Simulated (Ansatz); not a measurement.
CH2BN2, SMILES `N#C[B-]N` (lower singlet) (charge -1, multiplicity 1). This singlet lies 0.85 eV below the relaxed triplet at the level B3LYP/aug-cc-pVTZ // PBE0-D3(BJ)/def2-TZVPD (Ansatz, a first-principles code).

These are BLYP/aug-cc-pVTZ // PBE0-D3(BJ)/def2-TZVPD (Ansatz) values and carry that method's errors.

Ansatz 0.2 input:
```yaml
crystal:
  periodic: [false, false, false]
  atoms:
    - { symbol: N, position_ang: [2.492136, -0.000808, -0.494894] }
    - { symbol: C, position_ang: [1.414992, -0.100426, -0.061166] }
    - { symbol: B, position_ang: [0.05524, -0.289641, 0.673534] }
    - { symbol: N, position_ang: [-1.029527, 0.044516, -0.174639] }
    - { symbol: H, position_ang: [-0.953816, 0.366773, -1.137338] }
    - { symbol: H, position_ang: [-1.979028, -0.020416, 0.139757] }
basis:
  gaussian: { orbitals: aug-cc-pVTZ }
hamiltonian:
  xc: blyp
total_charge: -1
```

Output:

```
Functional definition: BLYP
970 factors; their error is unknown
mean field evaluation 1: about -4719.5387 eV, gradient 5.4e1 eV
mean field evaluation 2: about -4680.2503 eV, gradient 1.2e2 eV
mean field evaluation 4: about -4724.9187 eV, gradient 2.2e1 eV
mean field evaluation 8: about -4726.1923 eV, gradient 3.7e-1 eV
mean field evaluation 16: about -4726.1584 eV, gradient 1.7e-4 eV
mean field -4726.15841889 eV, -173.6831183891 hartree, gradient 3.9e-5 eV, S^2 0.000000; 2 other end points of the search recorded, 0 dependent functions left out
reference -4726.15869865 eV, -173.6831286701 hartree; 14, 14 occupied and 216, 216 virtual orbitals, 970 factors
Total energy: -4726.15869865 eV, -173.6831286701 hartree
```
